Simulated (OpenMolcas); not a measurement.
Nb3+ (d2) among equal point charges was computed by CASSCF with the d shell active (OpenMolcas, ANO-RCC-VTZP on the metal). Its lowest spin-free states, and all those of the highest spin:

```
2S+1  Degeneracy  E (cm-1)
   3           1       0.0
   3           2     618.2
   3           2      3191
   3           2      4880
   1           1      6830
   1           2      7875
   1           2     10432
   3           1     12197
   1           2     15547
   1           2     17993
   3           2     20700
   1           2     21707
```

Q: Is the site octahedral, tetrahedral or cube-like, axial, or of lower symmetry?

A: The states with 2S+1 = 3 have orbital degeneracies 1, 2, 2, 2, 1, 2. There are pairs but no triples, so the site is axial: not cubic, but with a proper or improper axis of order three or more. The run had Nb3+ among 2 point charges of -1 e arranged as a linear pair (D∞h), 2.12 Å from the ion.

Without dynamic correlation the repulsion within the d shell is too large (B by tens of per cent), so at a given field states of lower spin stand too high. The ground term spreads over less than 5000 cm-1, several times less than with real ligands, so orbital moments are less quenched and χT lies further from the spin-only value than at real sites. This is an electrostatic model: the charges have no orbitals. No measured value stands beside these numbers.
